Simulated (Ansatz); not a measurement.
Coupled-cluster diagnostics for the cluster Sn₂H₄⁺ (the lowest doublet isomer of a short search), Ansatz.

Geometry of the doublet (B3LYP-D4/def2-TZVP):

Cartesian coordinates in Å:
```
Sn -0.087 -1.360 0.052
Sn 0.086 1.359 -0.052
H -1.599 -2.076 0.341
H 1.599 2.067 -0.357
H -1.301 2.257 -0.444
H 1.302 -2.248 0.460
```

In the def2 sets Sn takes a core potential; there is no spin–orbit coupling. Correlated methods freeze 8 core orbitals; core or outer-core shells of Sn are correlated, in sets that lack core-valence functions. The structure comes from a short search, and lower isomers may exist.

Geometry of the charge 1 quartet (B3LYP-D4/def2-TZVP):

```csv
atom,x (Å),y (Å),z (Å)
Sn1,-0.849,-0.144,-1.448
Sn2,0.849,0.139,1.448
H3,-1.605,1.381,-1.131
H4,1.612,-1.380,1.117
H5,1.557,1.609,0.866
H6,-1.565,-1.605,-0.852
```

Q: Estimate the CCSD(T) correlation energy, the shares of MP2 and (T), T1 and the reference's ⟨S²⟩ for: charge 1, doublet, own geometry in def2-TZVPP; charge 1, quartet, own geometry in def2-TZVPP; and the rough time on 4 threads of Arm Neoverse V2 on a shared host.

A: 
| state | basis | correlation (eV) | MP2 share (%) | (T) share (%) | T1 | ⟨S²⟩ (pure) | wall time |
| --- | --- | --- | --- | --- | --- | --- | --- |
| charge 1, doublet, own geometry | def2-TZVPP | -17.575 | 95.2 | 2.7 | 0.016 | 0.77 (0.75) | 1.8 min |
| charge 1, quartet, own geometry | def2-TZVPP | -16.916 | 94.8 | 2.4 | 0.018 | 3.77 (3.75) | 1.7 min |
Customary marks for T1 are 0.02 (closed shells), 0.045 (open shells) and about 0.05 (3d metals). T1 stays under 0.02 throughout.
